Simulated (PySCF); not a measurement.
These compounds are isomers of formula C$_{9}$H$_{12}$FN.

A. SMILES C(C)N(C)c1cccc(F)c1
B. `N#C[C@H]1[C@@H]2CC[C@H]1C[C@@H](F)C2`
C. SMILES N#C[C@@H]1CCC[C@]12C[C@H](F)C2
D. SMILES c1cccc([C@@H]([C@@H](C)F)C)n1
E. SMILES N#C[C@@H]1C[C@H]2CC[C@@H]1[C@@H](F)C2

Spectrum 1. ¹H NMR (300 MHz, computed): δ 4.95 (m, 1H), 2.37 (m, 1H), 2.15 (m, 1H), 2.03 (m, 1H), 2.00 (m, 1H), 1.94 (m, 1H), 1.81 (m, 1H), 1.68 (m, 1H), 1.61 (m, 1H), 1.39 (m, 1H), 1.37 (m, 1H), 1.24 (m, 1H). ¹³C{¹H} NMR (computed): δ 127.1 (C), 92.0 (CH), 38.5 (CH2), 35.7 (CH), 33.5 (CH2), 26.7 (CH), 25.1 (CH2), 23.8 (CH2), 22.9 (CH).

Spectrum 2. ¹H NMR (300 MHz, computed): δ 5.15 (m, 1H), 2.83 (m, 1H), 2.55 (m, 1H), 2.55 (m, 1H), 2.30 (m, 1H), 2.23 (m, 1H), 2.11 (m, 1H), 2.06 (m, 1H), 1.99 (m, 1H), 1.89 (m, 1H), 1.86 (m, 1H), 1.78 (m, 1H). ¹³C{¹H} NMR (computed): δ 125.7 (C), 84.4 (CH), 48.8 (CH2), 44.9 (CH), 42.8 (CH2), 41.7 (CH2), 40.2 (C), 34.0 (CH2), 26.7 (CH2).

Spectrum 3. ¹H NMR (300 MHz, computed): δ 4.94 (m, 1H), 2.46 (m, 1H), 2.37 (m, 2H), 2.26 (m, 2H), 2.24 (m, 2H), 2.01 (m, 2H), 1.87 (m, 2H). ¹³C{¹H} NMR (computed): δ 125.7 (C), 90.6 (CH), 41.0 (CH), 38.8 (CH2), 36.1 (CH), 30.7 (CH2).

Spectrum 4. ¹H NMR (300 MHz, computed): δ 7.42 (m, 1H), 6.61 (m, 1H), 6.43 (d, 1H), 6.28 (m, 1H), 3.51 (q, 2H), 3.03 (s, 3H), 1.07 (t, 3H). ¹³C{¹H} NMR (computed): δ 175.0 (C), 152.5 (C), 135.9 (CH), 108.9 (CH), 107.1 (CH), 102.2 (CH), 49.8 (CH2), 40.2 (CH3), 11.5 (CH3).

Spectrum 5. ¹H NMR (300 MHz, computed): δ 8.84 (d, 1H), 7.94 (m, 1H), 7.76 (d, 1H), 7.34 (m, 1H), 4.99 (m, 1H), 3.07 (m, 1H), 1.51 (d, 3H), 1.07 (m, 3H). ¹³C{¹H} NMR (computed): δ 169.1 (C), 154.7 (CH), 142.3 (CH), 128.4 (CH), 126.9 (CH), 96.1 (CH), 54.2 (CH), 22.5 (CH3), 21.1 (CH3).

- geometry from GFN2-xTB
- GIAO PBE0/pcSseg-1 shieldings
- run in PySCF
- no relativistic terms, rapidly exchanging positions averaged, in vacuum, single conformer

Scale: ¹H (σ = 31.72 ppm) and ¹³C (σ = 186.93 ppm) against TMS (reference shieldings calculated alike). Splittings of carbon signals by F and P are missing where no couplings were computed. Where no couplings were computed, multiplicities follow the n + 1 count of equivalent neighbours, and m marks all less simple cases (inequivalent or close neighbours, rings, F or P nearby). Shifts are as computed. Against solution values, carbons near 30 ppm lie about +3 ppm off and those near 130 ppm about +5 ppm. Of 1211 compounds with measured shifts, 218 miss one by over three times the rms of a fit or turn the order of signals round; such compounds aren't used in these exercises.

Task: Match each spectrum to its structure.

Result: 1–E, 2–C, 3–B, 4–A, 5–D.

- Spectrum 1 (E): 9 ¹³C signals; δC 127.1 is a nitrile carbon; δC 92.0 is an sp3 CH bonded to F.
- Spectrum 2 (C): 9 ¹³C signals; δC 125.7 is a nitrile carbon; δC 84.4 is an sp3 CH bonded to F.
- Spectrum 3 (B): 6 ¹³C signals; δC 125.7 is a nitrile carbon; δC 90.6 is an sp3 CH bonded to F.
- Spectrum 4 (A): 9 ¹³C signals; δC 175.0 is an aromatic carbon bearing fluorine; δC 152.5 is an aromatic carbon bearing nitrogen.
- Spectrum 5 (D): 9 ¹³C signals; δC 154.7 is an aromatic CH next to a ring nitrogen; δC 128.4 is an aromatic CH.
